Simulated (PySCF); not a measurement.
Computed with ωB97X-D3(BJ)/def2-TZVP // PBE0-D3(BJ)/def2-TZVP in PySCF. All species are isolated molecules in the gas phase. One relaxed conformer stands for a flexible species; it need not be the lowest. Excitations are Tamm–Dancoff values on a coarser integration grid. The basis has no diffuse functions, so Rydberg states are missing or too high.

Reference species (SMILES): `O[SiH2][SiH2][SiH2][SiH3]` (neutral, multiplicity 1).

```json
{
 "S1–T1 gap (TDA)": "0.71 eV",
 "HOMO–LUMO gap": "11.38 eV",
 "brightest of the four lowest singlets (TDA)": "7.15 eV",
 "S1 excitation (TDA)": "6.49 eV"
}
```

Changed species: `O[Si@@H]([SiH3])[SiH2][SiH3]` (H–O–Si–Si torsion 56°, Si–Si–Si–Si torsion 172°).

Predict the effect on the S1–T1 gap (TDA), HOMO–LUMO gap, brightest of the four lowest singlets (TDA) and S1 excitation (TDA).

the S1–T1 gap (TDA) stays essentially unchanged; the HOMO–LUMO gap falls by 0.65 eV, to 10.73 eV; the brightest of the four lowest singlets (TDA) decreases by 0.44 eV, to 6.71 eV; the S1 excitation (TDA) drops by 0.68 eV, to 5.81 eV.
